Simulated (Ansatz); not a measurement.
Which method gave which barrier?

Saddle point of Si2H10O2, singlet (Si₂H₆ ([SiH3][SiH3]) + H₂O + H₂O → Si₂H₆O ([OH][SiH2][SiH3]) + H₂O + H₂; bonds formed: Si1–O7, H2–H8, H6–O9; bonds broken: Si1–H2, H6–O7, H8–O9), PBE0-D4/def2-TZVP structure:

Si1  (-0.273, -0.926, 0.291)
H2  (0.261, 0.597, 0.927)
H3  (-0.492, -2.227, -0.481)
H4  (-0.218, -1.454, 1.685)
Si5  (-2.208, 0.286, -0.214)
H6  (2.013, 0.158, -0.298)
O7  (1.249, -0.738, -0.637)
H8  (1.329, 1.030, 0.773)
O9  (2.340, 1.094, 0.329)
H10  (-2.614, 1.118, 0.955)
H11  (-1.883, 1.226, -1.330)
H12  (-3.376, -0.532, -0.652)
H13  (1.500, -1.522, -1.132)
H14  (2.371, 1.889, -0.216)
(Å)

Ansatz 0.2.0; basis: def2-TZVPP, with def2-QZVPP for the basis limit; cores frozen in the correlated methods. B3LYP uses VWN-RPA correlation. Extrapolation: Hartree–Fock as exp(−7.88 √X), correlation as X^−2.97. Four methods, as single points on the PBE0-D4 structures, gave these electronic barriers from the start structure: 131.0, 142.2, 156.0, 227.9 kJ/mol.

(1) The methods were, in alphabetical order, B3LYP-D4, BLYP-D4, CCSD(T), HF. Which gave which? (A judgement: the text doesn't fix the answer.)

T1 diagnostic: at most 0.013.

Results:

(1) By the calculation: BLYP-D4 131.0; B3LYP-D4 142.2; CCSD(T) 156.0; HF 227.9 kJ/mol. For comparison, CCSD(T) at an estimated basis limit (MP2 extrapolated from triple and quadruple zeta, plus CCSD(T) − MP2 in triple zeta) gives 155.4 kJ/mol.

Labels in which every atom is bracketed show which atoms are joined, not bond orders.

For scale, one of the runs: CCSD(T)/def2-TZVPP, 286 basis functions, launched by `ansatz run in.yaml --threads 8 --pin off --events-out ev --progress --plain --max-ram 19148MiB`. Time: 120 s of wall clock on 8 CPU threads of an Arm Neoverse V2; the host was shared. Peak host memory: 8.4 GiB.
